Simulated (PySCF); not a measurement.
**BeC⁻: one state, many levels of theory**

State: ⁴Σ⁻ (quartet), unpaired electrons σ ↑, π ↑↑. Set-up: basis Be def2-SVPD, C def2-SVPD; no relativity; PySCF 2.14. De refers to Be + C⁻ in their high-spin ground configurations, without counterpoise correction. The functionals are run spin-unrestricted. A positive dipole points towards C; it is taken about the centre of mass and depends on that origin. Levels whose curve was spin-contaminated or gave no clean fit are not listed.

| Level | Re (Å) | ωe (cm⁻¹) | De (eV) | μ (D) |
| --- | --- | --- | --- | --- |
| PBE | 1.701 | 856 | n/a | 1.21 |
| r²SCAN | 1.700 | 840 | n/a | 0.99 |
| PBE0 | 1.687 | 862 | n/a | 0.77 |
| r²SCAN0 | 1.691 | 829 | n/a | 0.70 |
| B97-3 | 1.691 | 845 | n/a | 1.12 |
| BHandHLYP | 1.680 | 826 | n/a | 0.73 |
| CAM-B3LYP | 1.669 | 887 | n/a | 0.49 |

(1) What does a quarter of exact exchange do here, going from PBE to PBE0?

(2) What does the step from GGA to meta-GGA do here, going from PBE to r²SCAN?

(3) What does a quarter of exact exchange do here, going from r²SCAN to r²SCAN0?

The highest Kohn–Sham level is positive in this anion. Much of that is self-interaction error, but it also means that the finite basis helps to hold the extra electron. The state is the lowest determinant that a PBE0 search found; another state may lie lower at other levels.

## Answers

(1) PBE0 less PBE: -1.4 pm in Re, +0.7 % in ωe. Exact exchange removes part of the self-interaction that spreads semilocal densities, and in most molecules shortens and stiffens the bond and lowers De; so it does here.

(2) r²SCAN less PBE: -0.1 pm in Re, -1.9 % in ωe. 

(3) r²SCAN0 less r²SCAN: -0.9 pm in Re, -1.3 % in ωe. Exact exchange removes part of the self-interaction that spreads semilocal densities, and in most molecules shortens and stiffens the bond and lowers De; here ωe goes the other way.
